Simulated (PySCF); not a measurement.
Species: C4H7O2P.
Cartesian coordinates in Å at the GFN2-xTB level; atoms count from 1:
```xyz
14
C4H7O2P angstrom
C     -0.5850   -1.5251   -1.8207
C     -0.8539   -0.3697   -1.2421
P     -0.4325   -0.1360    0.5081
O     -0.0136   -1.3397    1.2333
O     -1.7866    0.5037    1.1291
C      0.7303    1.2572    0.5380
C      1.9442    1.0768    1.0238
H     -0.8036   -1.7283   -2.8570
H     -0.1296   -2.3163   -1.2467
H     -1.3104    0.4600   -1.7605
H     -2.0574   -0.0561    1.8589
H      0.3871    2.2004    0.1408
H      2.2282    0.1103    1.4086
H      2.6822    1.8623    1.0643
```

Level of theory: TDDFT wB97X-D/def2-SVPD, vertical, gas phase, core orbitals frozen in the response (PySCF 2.14.0, density-fitted response routines).

Orbital energies (eV): HOMO-3 -10.85, HOMO-2 -10.43, HOMO-1 -10.14, HOMO -10.04, LUMO 0.58, LUMO+1 1.88, LUMO+2 2.23.

**Question.** Among the lowest singlets, which states do these configurations lead, and at what energies: HOMO→LUMO, HOMO-2→LUMO, HOMO-1→LUMO, HOMO-2→LUMO+1, HOMO→LUMO+2, HOMO-3→LUMO?

**Answer.** 

```json
{"state": "S1", "leading configuration": "HOMO→LUMO", "weight": "0.77", "Δε (eV)": "10.62", "E (eV)": "5.97", "E − Δε (eV)": "-4.65", "f": "0.0044", "other configurations": "H-1→L (19%)"}
{"state": "S2", "leading configuration": "HOMO-2→LUMO", "weight": "0.87", "Δε (eV)": "11.01", "E (eV)": "6.68", "E − Δε (eV)": "-4.33", "f": "0.0015", "other configurations": "–"}
{"state": "S3", "leading configuration": "HOMO-1→LUMO", "weight": "0.75", "Δε (eV)": "10.72", "E (eV)": "6.87", "E − Δε (eV)": "-3.85", "f": "0.424", "other configurations": "H→L (21%)"}
{"state": "S6", "leading configuration": "HOMO-3→LUMO", "weight": "0.68", "Δε (eV)": "11.43", "E (eV)": "7.66", "E − Δε (eV)": "-3.77", "f": "0.103", "other configurations": "H→L+1 (24%)"}
{"state": "S7", "leading configuration": "HOMO→LUMO+2", "weight": "0.66", "Δε (eV)": "12.26", "E (eV)": "7.95", "E − Δε (eV)": "-4.31", "f": "0.0092", "other configurations": "H→L+7 (14%)"}
{"state": "S8", "leading configuration": "HOMO-2→LUMO+1", "weight": "0.85", "Δε (eV)": "12.31", "E (eV)": "8.07", "E − Δε (eV)": "-4.25", "f": "0.0016", "other configurations": "–"}
```

E − Δε runs from -4.65 to -3.77 eV. By orbital difference alone the order would be S1, S3, S2, S6, S7, S8. Δε is the difference of the two orbital energies.

H and L stand for HOMO and LUMO. The other states: S4 7.16 eV, f 0.028, H→L+1 (46%), H-3→L (19%), H-2→L (10%); S5 7.41 eV, f 0.017, H-4→L (89%).

Triplets (Tamm–Dancoff): T1 4.39 eV, H-1→L (59%), H-3→L+1 (19%), H→L (13%); T2 4.62 eV, H-3→L (42%), H-1→L+1 (34%), H-2→L (12%); T3 5.71 eV, H→L (73%), H-1→L (19%).

Summed over the main configurations (up to three a state, each over 8%) of all 8 singlets, the electron leaves HOMO with weight 2.47, HOMO-2 with weight 1.81, HOMO-1 with weight 0.94 and HOMO-4 with weight 0.89.

One conformer stands for the species.
